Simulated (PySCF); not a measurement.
**Trend along the third period: MBr cations**

CCSD(T) with double-zeta basis sets in PySCF, for the lowest determinant that a PBE0 search found; no spin–orbit coupling. De refers to high-spin ground-configuration atoms (the charge goes to the atom of lower measured ionisation energy or higher electron affinity, which is not always the lowest computed limit).

```tsv
M	basis	reference, frozen orbitals	charged atom	state (unpaired electrons)	Re (Å)	ωe (cm⁻¹)	De (eV)
Na	def2-SVP	UHF, 10	Na+	doublet (π ↑)	3.007	132	0.40
Mg	x2c-SVPall	RHF, 10	Mg+	singlet (closed shell)	2.302	428	2.51
Al	pcseg-1	UHF, 14	Al+	doublet (σ ↑)	2.205	457	1.14
Si	def2-SVP	RHF, 14	Si+	singlet (closed shell)	2.125	534	4.29
Cl	cc-pVDZ-PP/cc-pV(D+d)Z	UHF, 9	Br+	doublet (π ↑)	2.087	479	2.35
```

The shortest bond is that of BrCl⁺ (2.087 Å), the longest that of NaBr⁺ (3.007 Å). SiBr⁺ is bound most strongly (4.29 eV) and NaBr⁺ least (0.40 eV).

The rows differ in basis set, which adds steps of its own.

The state changes along the series, so neighbouring rows are not always alike in their bonding.

Correlated steps freeze the inner cores (9 to 14 orbitals); shallow outer-core shells are correlated. Weak bonds: NaBr⁺. Basis-set superposition, not corrected here, can be much of De in a small basis, most of all at correlated wavefunction levels. Spin–orbit coupling is left out. For an ion De counts to the pair picked by the measured ionisation energies or electron affinities, which need not be the lowest pair at this level. Where the molecule has an RHF reference, its open-shell atoms are computed with UHF. States were picked by a PBE0 search and need not be the measured ground states.
